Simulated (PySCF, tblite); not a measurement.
A database entry of computed molecular properties. Lists by class give the value and the number of equivalent atoms.

```json
{
 "formula": "C6H8F3OP",
 "smiles": "FC(F)=C(F)P1CCOCC1",
 "charge": 0,
 "multiplicity": 1,
 "geometry_level": "GFN2-xTB",
 "electronic_structure_code": "PySCF",
 "results": {
  "GFN2-xTB geometry": {
   "point_group": "C1",
   "rotational_constants_GHz": [1.902, 0.578, 0.482]
  },
  "PBE0/pcSseg-1 ground state and GIAO shieldings, non-relativistic": {
   "dipole_D": 1.25,
   "homo_eV": -6.79,
   "lumo_eV": -0.1,
   "shift_vs_computed_TMS_C_by_class_ppm": [
    [168.5, 1],
    [141.6, 1],
    [69.1, 2],
    [27.5, 2]
   ],
   "shift_vs_computed_TMS_H_by_class_ppm": [
    [4.0, 4],
    [1.93, 4]
   ],
   "shielding_other_nuclei_by_class_ppm": [
    ["O", 283.5, 1],
    ["F", 261.3, 1],
    ["F", 293.1, 1],
    ["F", 374.1, 1],
    ["P", 395.3, 1]
   ]
  },
  "GFN2-xTB harmonic vibrations, gas phase": {
   "strongest_ir_bands_cm-1_km_per_mol_modes": [
    [986.4, 128.1, 1],
    [1139.9, 128.9, 1],
    [1142.5, 58.2, 1],
    [1192.0, 161.7, 1],
    [1726.7, 201.2, 1],
    [2847.7, 63.5, 1]
   ],
   "zpe_kcal_per_mol": 83.6
  }
 }
}
```

 The zero-point energy, half the sum of the 51 harmonic wavenumbers, equals 29240 cm⁻¹ or 350 kJ/mol.

 NMR classes are plain means over equivalent atoms (diastereotopic ones count apart unless rotation or inversion swaps them), as if these changed places fast; in this geometry the members of some classes differ.

One conformer stands for the species.
